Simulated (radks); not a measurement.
Results of a calculation; reference values are marked as such.
Ne II, 9 electrons, occupied as [He] 2s2 2p4.5 3s0.5 (fractional occupations, a model configuration). Code: a radial shooting solver on a logarithmic mesh with Libxc functionals. Model: non-relativistic Kohn-Sham, exchange-only B88, spin-polarised, spherical densities, point nucleus; open shells are filled with parallel spins first.

Unscreened Slater integrals over Kohn-Sham orbitals (hartree). They are taken over the spin-up orbitals.

| integral | value |
|---|---|
| F0(3s,3s) | 0.27272 |
| F0(3s,2p) | 0.36141 |
| G1(3s,2p) | 0.023519 |
| F0(3s,2s) | 0.36093 |
| G0(3s,2s) | 0.018100 |
| F0(3s,1s) | 0.38907 |
| G0(3s,1s) | 0.0078588 |
| F0(2p,2p) | 1.1000 |
| F2(2p,2p) | 0.49750 |
| F0(2p,2s) | 1.0821 |
| G1(2p,2s) | 0.65242 |
| F0(2p,1s) | 1.5738 |
| G1(2p,1s) | 0.18882 |
| F0(2s,2s) | 1.0748 |
| F0(2s,1s) | 1.5262 |
| G0(2s,1s) | 0.11674 |
| F0(1s,1s) | 5.9514 |

Derived for the open shells (J is the average intra-shell exchange parameter used in DFT+U). 2p: J = F2/5 = 0.09950 hartree.
